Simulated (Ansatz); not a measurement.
Pulling on the Bi1–H2 bond in BiFH2 (SMILES [F][BiH2]) (multiplicity 1 held, fragments rigid). Energies count from the point at 1.806 Å.
Geometry at that point (charge 0, multiplicity 1):
```xyz
4

Bi    -0.098    -0.115     0.123
H     -1.578     0.183    -0.868
H      0.324    -1.511    -0.943
F      1.041     1.209    -0.932
```

Signs of static correlation in def2-TZVPP, with CASSCF(2,2), from Ansatz (an electronic-structure program) runs.

| R (Å) | T1 of restricted CCSD | ⟨S²⟩ of UHF | largest double amplitude of restricted CCSD | weight of the CASSCF reference in MRCISD | CASSCF natural occupations |
|---|---|---|---|---|---|
| 1.445 | 0.015 | 0.000 | 0.050 | 0.915 | 1.98 0.02 |
| 1.625 | 0.015 | 0.000 | 0.050 | 0.915 | 1.97 0.03 |
| 1.806 | 0.016 | 0.000 | 0.052 | 0.914 | 1.96 0.04 |
| 1.987 | 0.016 | 0.000 | 0.071 | 0.914 | 1.94 0.06 |
| 2.167 | 0.018 | 0.000 | ___ | 0.914 | 1.92 0.08 |
| 2.438 | 0.021 | 0.461 | 0.185 | 0.914 | 1.86 0.14 |
| 2.709 | 0.027 | 0.740 | ___ | 0.915 | 1.77 0.23 |
| 3.161 | 0.042 | 0.925 | 0.427 | 0.915 | 1.56 0.44 |
| 3.612 | 0.060 | 0.984 | 0.601 | 0.916 | 1.35 0.65 |
| 4.154 | 0.075 | 1.005 | 0.775 | 0.916 | 1.18 0.82 |
| 4.876 | 0.082 | 1.011 | 0.908 | 0.916 | 1.07 0.93 |
| 5.779 | 0.082 | 1.012 | 0.966 | 0.916 | 1.02 0.98 |

**Question.** Complete the blanks.

**Answer.** 
- 2.167, largest double amplitude of restricted CCSD: 0.100
- 2.709, largest double amplitude of restricted CCSD: 0.269

Doubts at one or more of the structures used: a restricted determinant that unrestricted orbitals would lower (R-CCSD(T)/def2-TZVPP); other coupled-cluster roots lie near (R-CCSD(T)/def2-TZVPP); T1 above 0.05 (R-CCSD(T)/def2-TZVPP, U-CCSD(T)/def2-TZVPP); a spin-contaminated determinant (U-CCSD(T)/def2-TZVPP).
